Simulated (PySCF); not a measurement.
C₆H₁₀.

```xyz
16

C      2.5804    -0.4022     0.2601
C      1.3373    -0.0335     0.0557
C      0.0899     0.3413    -0.1405
C     -0.3284     1.0647    -1.4025
C     -0.9832     0.0527     0.8975
C     -2.0314    -0.9641     0.4269
H      3.3008     0.2586     0.7567
H      2.9475    -1.3849    -0.0584
H     -1.0724     0.4774    -1.9668
H     -0.7996     2.0309    -1.1514
H      0.5304     1.2544    -2.0602
H     -1.4862     1.0038     1.1526
H     -0.5031    -0.3112     1.8184
H     -2.7808    -1.1419     1.2142
H     -1.5572    -1.9273     0.1813
H     -2.5674    -0.6133    -0.4691
```

Coordinates come from a TPSSh-D3(BJ)/def2-SVP optimisation. One conformer was computed; it need not be the lowest.

The numbers are results of PySCF with KT2/pcSseg-1, not measurements. Non-relativistic, no solvent.

Computed absolute GIAO shielding of each atom: isotropic value and principal components (ppm):
| atom | σ(iso) | σ11 | σ22 | σ33 | span |
|---|---|---|---|---|---|
| C1 | 112.8 | 42.5 | 132.3 | 163.6 | 121.2 |
| C2 | -23.4 | -64.8 | -15.2 | 9.8 | 74.6 |
| C3 | 82.7 | 6.6 | 91.0 | 150.4 | 143.8 |
| C4 | 163.4 | 147.5 | 160.9 | 182.0 | 34.5 |
| C5 | 148.6 | 139.2 | 142.7 | 164.0 | 24.8 |
| C6 | 167.4 | 152.6 | 166.0 | 183.5 | 30.9 |
| H7 | 26.5 | 24.0 | 25.2 | 30.3 | 6.3 |
| H8 | 26.5 | 23.9 | 25.3 | 30.2 | 6.3 |
| H9 | 29.1 | 24.5 | 28.7 | 33.9 | 9.4 |
| H10 | 29.7 | 26.0 | 27.5 | 35.4 | 9.4 |
| H11 | 29.4 | 25.6 | 27.9 | 34.8 | 9.2 |
| H12 | 29.2 | 25.3 | 28.3 | 33.9 | 8.6 |
| H13 | 29.0 | 24.6 | 28.6 | 33.8 | 9.2 |
| H14 | 30.0 | 26.0 | 27.3 | 36.7 | 10.7 |
| H15 | 30.3 | 26.8 | 28.5 | 35.7 | 8.9 |
| H16 | 29.9 | 25.5 | 29.6 | 34.7 | 9.2 |
